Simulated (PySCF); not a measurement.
SMILES C=CCCC (GFN2-xTB optimised geometry):

```
15

C      1.413    -1.886    -0.908
C      0.661    -1.294     0.000
C     -0.835    -1.294     0.000
C     -1.403     0.128     0.000
C     -1.056     0.876    -1.281
H      0.982    -2.426    -1.736
H      2.489    -1.860    -0.867
H      1.119    -0.755     0.820
H     -1.206    -1.838    -0.871
H     -1.185    -1.812     0.898
H     -1.006     0.674     0.859
H     -2.489     0.079     0.110
H      0.023     0.934    -1.405
H     -1.471     0.362    -2.145
H     -1.457     1.886    -1.256
```

Level of theory: CAM-B3LYP/def2-TZVP (PySCF).

Task: What are the frontier orbital energies and the dipole moment?

Result: HOMO-2 -10.84 eV, HOMO-1 -10.58 eV, HOMO -8.71 eV, LUMO 1.52 eV, LUMO+1 2.24 eV; dipole moment 0.40 D.

Meta-Löwdin charges at CAM-B3LYP/def2-TZVP: C1 -0.27, C2 -0.09, C3 -0.19, C4 -0.18, C5 -0.33, H6 0.11, H7 0.12, H8 0.11, H9 0.10, H10 0.11, H11 0.10, H12 0.10, H13 0.11, H14 0.10, H15 0.11.
